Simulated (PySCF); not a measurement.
C₃H₁₁AsSi.
Geometry (PBE0-D3(BJ)/def2-SVP, Å), atoms numbered from 1 in this order:
```xyz
16
C3H11AsSi angstrom
C     -1.4666   -0.8991   -0.2056
C     -0.6350    0.0586    0.6455
C     -0.5000    1.4328   -0.0081
Si     1.0601   -0.6802    1.0749
As     2.2896   -1.0492   -0.9254
H     -0.9896   -1.0858   -1.1823
H     -2.4671   -0.4807   -0.4068
H     -1.6061   -1.8749    0.2849
H     -1.1385    0.1858    1.6227
H     -1.4900    1.8872   -0.1803
H      0.0841    2.1325    0.6102
H     -0.0020    1.3631   -0.9897
H      1.7946    0.2220    2.0178
H      0.8877   -2.0133    1.7352
H      2.6526    0.4275   -1.0525
H      3.5666   -1.3582   -0.1515
```

Linear response at wB97X-D/def2-SVPD (PySCF, frozen core in the response, non-relativistic). The wB97X-D/def2-SVPD calculation is non-relativistic and has no spin–orbit coupling, an omission that weighs most on arsenic.

Static isotropic polarisability: 99.38 au (14.73 Å³), principal values 90.6, 95.3, 112.3 au.

(1) What is the polarisability at 1064 nm and at the sodium D line?

(2) What is the isotropic C6 coefficient between two such molecules, C6 = (3/π)∫α(iω)² dω?

(3) Which effective excitation energy ω̄ makes London's formula C6 = (3/4)α²ω̄ exact here?

(4) What three-body coefficient follows from the one-pole estimate C9 = (3/4)·α·C6?

(5) What does −C6/R⁶ come to at R = 12 Å between centres?

(6) What molar refraction at the D line follows from R = (4π/3)·N_A·α′, with α′ the polarisability volume?

## Answers

(1) 100.44 au at 1064 nm (+1.1 %), 102.95 au at 589.3 nm (+3.6 %). The rise at 589.3 nm is 3.38 times that at 1064 nm; a pure ω² law gives 3.26. The lowest singlet lies at 197 nm, shorter than both wavelengths.

(2) 3490 au (Eh·bohr⁶) by a ten-point quadrature over imaginary frequencies, which is 2090 eV·Å⁶ or 201 J·nm⁶/mol.

(3) ω̄ = 4·C6/(3α²) = 0.471 Eh = 12.8 eV. A one-pole form α(ω) = α/(1 − ω²/ω̄²) fitted to the 1064 nm value gives 11.4 eV. London's choice of the ionisation energy (9.30 eV, ΔSCF at the same level) gives C6 = 2530 au, 27 % too low.

(4) 260000 au. This is an estimate from the two numbers above, not a computed integral.

(5) -67 J/mol. This is the leading, orientation-averaged term; C8 and higher terms are left out.

(6) α′ = 15.26 Å³ gives R = 38.48 cm³/mol, for isolated, non-vibrating species.

The run took 2.2 min on Arm Neoverse V1, one thread, no GPU, shared host with 32 logical CPUs at a one-minute load of 12, and the process peaked at 1.1 GiB of memory. This is the whole response run at wB97X-D/def2-SVPD, SCF included.

One conformer stands for the species.

The pairwise dispersion term of wB97X-D wasn't added to the energies; at a given geometry it leaves orbitals and properties as they are.
